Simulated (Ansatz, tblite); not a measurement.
Forces on Li9Cl9 (started as a model of: 2x3x3 LiCl rock-salt block) at its PBE-D4/def2-SVP geometry. Charge 0, multiplicity 1.

The xTB rows come from tblite.

GFN2-xTB (tblite), largest force 0.60 eV/Å:

```xyz
18
positions Å, forces eV/Å
Li    1.075   -1.925    2.421   -0.055    0.118   -0.048
Cl    2.147    0.072    1.999   -0.288   -0.094   -0.427
Li    2.756    1.700    0.483   -0.129   -0.040    0.036
Cl   -1.153   -1.333    2.346    0.187    0.108   -0.477
Li   -0.171    0.679    1.123   -0.001    0.004    0.006
Cl    0.776    2.827    0.123   -0.091   -0.491   -0.157
Li   -2.995   -0.749    1.089    0.122    0.067    0.010
Cl   -2.524    1.421    0.470    0.385   -0.289   -0.207
Li   -1.314    2.876   -0.848    0.049   -0.091    0.094
Cl    1.463   -3.274    0.652   -0.234    0.554    0.018
Li    2.312   -1.192   -0.225   -0.045   -0.024   -0.085
Cl    3.283    0.650   -1.445   -0.503   -0.027    0.328
Li   -0.753   -2.497    0.098    0.033    0.009   -0.093
Cl    0.152   -0.604   -0.998   -0.048    0.192    0.317
Li    1.038    1.367   -1.967   -0.013   -0.090   -0.040
Cl   -2.942   -2.002   -0.790    0.418    0.365    0.231
Li   -2.027    0.061   -1.644    0.066   -0.056   -0.048
Cl   -1.123    1.922   -2.887    0.149   -0.216    0.542
```

r2SCAN-D4/def2-TZVP (Ansatz), largest force 0.06 eV/Å:

```
Li 0.015 -0.033 0.009
Cl -0.017 -0.015 -0.043
Li 0.034 0.008 -0.013
Cl 0.015 -0.002 -0.047
Li -0.003 0.013 0.022
Cl -0.004 -0.042 -0.025
Li -0.031 -0.019 -0.006
Cl 0.028 -0.028 -0.028
Li -0.012 0.021 -0.028
Cl -0.018 0.049 0.028
Li 0.031 -0.017 -0.004
Cl -0.034 0.015 0.047
Li -0.010 -0.034 0.000
Cl -0.006 0.024 0.039
Li 0.014 0.018 -0.027
Cl 0.021 0.038 0.041
Li -0.027 0.000 -0.023
Cl 0.005 0.003 0.059
```

PBE0-D4/def2-TZVP (Ansatz), largest force 0.12 eV/Å:

```
Li 0.002 -0.016 -0.047
Cl -0.036 -0.017 -0.063
Li -0.004 -0.030 -0.040
Cl 0.025 0.009 -0.069
Li 0.000 0.000 0.000
Cl -0.011 -0.068 -0.028
Li 0.017 -0.020 -0.042
Cl 0.051 -0.042 -0.034
Li 0.011 -0.034 -0.035
Cl -0.041 0.105 0.037
Li 0.009 -0.003 0.001
Cl -0.082 0.017 0.084
Li -0.003 -0.008 0.002
Cl -0.009 0.035 0.058
Li 0.004 0.007 -0.006
Cl 0.059 0.077 0.070
Li -0.008 0.001 -0.004
Cl 0.018 -0.012 0.117
```
